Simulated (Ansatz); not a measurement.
H5B2N, SMILES `BBN` (charge 0, multiplicity 1).

Calculation: r2SCAN/cc-pVTZ // PBE0-D3(BJ)/def2-TZVP (Ansatz, a program for electronic structure).

Ansatz 0.2 input:
```yaml
crystal:
  periodic: [false, false, false]
  atoms:
    - { symbol: B, position_ang: [1.390143, -0.215073, 0.020022] }
    - { symbol: B, position_ang: [-0.144846, 0.396552, 0.212755] }
    - { symbol: N, position_ang: [-1.356849, -0.133273, -0.216605] }
    - { symbol: H, position_ang: [2.090968, 0.095237, -0.904608] }
    - { symbol: H, position_ang: [1.91013, -0.911024, 0.84926] }
    - { symbol: H, position_ang: [-0.204712, 1.44764, 0.80994] }
    - { symbol: H, position_ang: [-1.445093, -0.998185, -0.721804] }
    - { symbol: H, position_ang: [-2.239742, 0.318125, -0.048962] }
basis:
  gaussian: { orbitals: cc-pVTZ }
hamiltonian:
  xc: r2scan
```

Output:

```
Functional definition: r2SCAN
899 factors; their error is unknown
mean field evaluation 1: about -2915.8990 eV, gradient 5.9e1 eV
mean field evaluation 2: about -2905.2399 eV, gradient 8.7e1 eV
mean field evaluation 4: about -2922.9753 eV, gradient 4.1e0 eV
mean field evaluation 8: about -2923.0308 eV, gradient 3.8e-2 eV
mean field evaluation 16: about -2923.0087 eV, gradient 5.9e-5 eV
mean field -2923.00872546 eV, -107.4185893741 hartree, gradient 5.9e-5 eV, S^2 0.000000; 0 other end points of the search recorded, 0 dependent functions left out
reference -2923.00873735 eV, -107.4185898112 hartree; 11, 11 occupied and 149, 149 virtual orbitals, 899 factors
Total energy: -2923.00873735 eV, -107.4185898112 hartree
```
